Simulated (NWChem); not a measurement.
Everything below was run with NWChem. System: CF2, charge 0, spin multiplicity 1, at a geometry optimised with B3LYP/def2-SVP. The structure started from a generated list of species. Level: MP2/def2-SVP, 3 core orbitals frozen.

The NWChem input:

```
start mol
memory heap 200 mb stack 900 mb global 1100 mb
geometry units angstroms nocenter noautoz
  F      1.029081     0.000000    -0.198010
  C      0.000000     0.000000     0.594031
  F     -1.029081     0.000000    -0.198010
  symmetry group C2v
end
basis spherical
  * library def2-svp
end
scf
  rhf
  nopen 0
  maxiter 100
  thresh 1e-7
  semidirect memsize 60000000 filesize 0
end
mp2
  freeze core 3
end
task mp2 energy
```

NWChem printed:

```
             Northwest Computational Chemistry Package (NWChem) 7.3.0
             --------------------------------------------------------

                                NWChem Input Module
                                -------------------

 Scaling coordinates for geometry "geometry" by  1.889725989
 (inverse scale =  0.529177249)

 Turning off AUTOSYM since
 SYMMETRY directive was detected!

                             Geometry "geometry" -> ""
                             -------------------------

 Output coordinates in angstroms (scale by  1.889725989 to convert to a.u.)

  No.       Tag          Charge          X              Y              Z
 ---- ---------------- ---------- -------------- -------------- --------------
    1 F                    9.0000     1.02908100     0.00000000    -0.19801000
    2 C                    6.0000     0.00000000     0.00000000     0.59403100
    3 F                    9.0000    -1.02908100     0.00000000    -0.19801000

 Effective nuclear repulsion energy (a.u.)      64.8361796702

            Nuclear Dipole moment (a.u.)
            ----------------------------
        X                 Y               Z
 ---------------- ---------------- ----------------
     0.0000000000     0.0000000000     0.0000113384

      Symmetry information
      --------------------

 Group name             C2v
 Group number             16
 Group order               4
 No. of unique centers     2

      Symmetry unique atoms

     1    2


 Summary of "ao basis" -> "" (spherical)
 ------------------------------------------------------------------------------
       Tag                 Description            Shells   Functions and Types
 ---------------- ------------------------------  ------  ---------------------
 *                          def2-svp                  on all atoms

 Summary of "ao basis" -> "ao basis" (spherical)
 ------------------------------------------------------------------------------
       Tag                 Description            Shells   Functions and Types
 ---------------- ------------------------------  ------  ---------------------
[...]
     1   1 0 0     -0.000000      0.000000      0.000000
     1   0 1 0     -0.000000      0.000000      0.000000
     1   0 0 1     -0.131626      0.000000      0.000011

     2   2 0 0    -12.301619      0.000000     68.072123
     2   1 1 0      0.000000      0.000000      0.000000
     2   1 0 1     -0.000000      0.000000      0.000000
     2   0 2 0    -10.301108      0.000000      0.000000
     2   0 1 1     -0.000000      0.000000      0.000000
     2   0 0 2    -12.752944      0.000000     10.081044

                   NWChem MP2 Semi-direct Energy/Gradient Module
                   ---------------------------------------------

  Basis functions       =     42
  Molecular orbitals    =     42
  Frozen core           =      3
  Frozen virtuals       =      0
  Active alpha occupied =      9
  Active beta occupied  =      9
  Active alpha virtual  =     30
  Active beta virtual   =     30
  Use MO symmetry       = T
  Use skeleton AO sym   = T

  AO/Fock/Back tols     =   1.0D-09  1.0D-09  1.0D-09

 GA uses MA = F    GA memory limited = T

 Available:
  local mem=  1.26D+08
 global mem=  1.44D+08
 local disk=  0.00D+00
  mp2_memr nvloc                    30
  nvloc new                    30
   1 passes of   9:        3145728                      10483                    831113.
   1 passes of   9: M    126154990           G      144175672           F     123009262.

 Semi-direct pass number   1 of   1  for RHF alpha+beta  at        0.1s
  vrange nnbf                   902
  mp2_eaftype                    10  avail_ma_in_mb                  1099
 EAF : mp2_eaftype filesize          10     415556.
  mp2_eaf for mointskh                     10
Node 0 wrote      1.9 Mb in      0.0 s     Agg I/O rate:  2066.2 Mb/s
 Done moints_semi at        0.2s
  mp2_eaftype                    10  avail_ma_in_mb                  1089
 EAF : mp2_eaftype filesize          10     415556.
  mp2_eaf for kh                    10
 Done maket at        0.2s
 Done multipass loop at        0.2s

          -------------------------------------------
          SCF energy                -236.467263908753
          Correlation energy          -0.478536805662
          Singlet pairs               -0.283348043072
          Triplet pairs               -0.195188762590
          Total MP2 energy          -236.945800714415
          -------------------------------------------

          ---------------------------------------------------
                    Spin Component Scaled (SCS) MP2
          Same spin pairs                     -0.130125841727
          Same spin scaling factor             0.333333333333
          Opposite spin pairs                 -0.348410963935
          Opposite spin scaling fact.          1.200000000000
          SCS-MP2 correlation energy          -0.461468437298
          Total SCS-MP2 energy              -236.928732346051
          ---------------------------------------------------

 -----------------------
 Performance information
 -----------------------

 Timer overhead =  9.65D-08 seconds/call

               Nr. of calls         CPU time (s)                 Wall time (s)                GFlops
             ---------------    -------------------     ------------------------------   -------------------
Name         Min   Avg   Max    Min     Avg     Max     Min     Avg     Max   Mx/calls   Min     Max     Sum
mp2: moin     1     1     1   9.11E-2 9.11E-2 9.11E-2  9.11E-2 9.11E-2 9.11E-2 9.11E-2   0.0     0.0     0.0
mp2: make     1     1     1   1.11E-2 1.11E-2 1.11E-2  1.11E-2 1.11E-2 1.11E-2 1.11E-2   0.0     0.0     0.0
mp2: tota     1     1     1   0.12    0.12    0.12     0.12    0.12    0.12    0.12      0.0     0.0     0.0

 The average no. of pstat calls per process was 3.00D+00
 with a timing overhead of 2.89D-07s

 Task  times  cpu:        0.2s     wall:        0.2s

 Total times  cpu:        0.2s     wall:        0.2s
```
